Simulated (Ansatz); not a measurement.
```yaml
atoms:
  - { symbol: C, position_ang: [0.0569, 0.0799, -0.5535] }
  - { symbol: F, position_ang: [0.0648, 0.9266, 0.2763] }
  - { symbol: F, position_ang: [0.0130, -1.0848, 0.2738] }
```

Basis set: 6-31G (spherical functions). Frozen core: 3 orbitals. Charge 0, multiplicity 1.

Computed with Ansatz (development build ahead of 0.2.0); each method stands on the lowest determinant of its kind that the runs found. Restricted open shells among the atoms or ions are ROHF, correlated in semicanonical orbitals with singles.

The atomization energy at this shape (free ground-state atoms in the same class of orbitals less the molecule, no zero-point energy) of singlet CF₂:

```tsv
method	atomization energy
RHF-MP2	7.76 eV
```

(1) What does RHF give?

## Answers

(1) 4.07 eV. Caution: the shape is not the minimum.

This basis has no polarisation functions and is too small for such energies, which can lie far from measured ones in either direction.
